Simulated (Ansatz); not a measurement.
C2H6B2 can be A, `BBC=C`, or B, `BC(B)=C`.

Program: Ansatz. Geometries: PBE0-D4/def2-TZVP. ΔE: electronic, gas phase. CCSD(T)/CBS is the MP2 limit (def2-TZVPP, def2-QZVPP) plus CCSD(T) − MP2 in def2-TZVPP, frozen cores. DFT in def2-TZVPP. Each species was taken in one conformer, which may not be the lowest.

(1) Which is lower in electronic energy at CCSD(T)/CBS, and by how much? (Best estimate.)

(2) Give E(B) − E(A) in kcal/mol with CCSD/def2-TZVPP, r2SCAN-D4, ωB97M-V, B2PLYP, HF/def2-TZVPP, PBE0-D4, MP2/def2-TZVPP. (Estimate.)

(3) Does the order hold for the free energy at 298.15 K (harmonic terms from PBE0-D4)? (An estimate is asked.)

Largest T1 diagnostic: 0.012.

Results:

(1) Ansatz gave: B, by 5.7 kcal/mol.

(2) The calculation gave: CCSD/def2-TZVPP -5.8, r2SCAN-D4 -3.2, ωB97M-V -5.5, B2PLYP -5.6, HF/def2-TZVPP -7.7, PBE0-D4 -3.8, MP2/def2-TZVPP -7.6. None reverses the order clearly.

(3) Computed: Yes: G(B) − G(A) = -5.8 kcal/mol, for one conformer each.

From BLYP to BHLYP (50 % exact exchange), in def2-TZVPP and without D4, E(B) − E(A) moves by −2.8 kcal/mol. Leaving LDA and LC-ωPBE aside and taking each functional with its dispersion term where it has one, the values, not all of them listed here, spread over 3.8 kcal/mol, from BHLYP-D4 to PBE-D4.
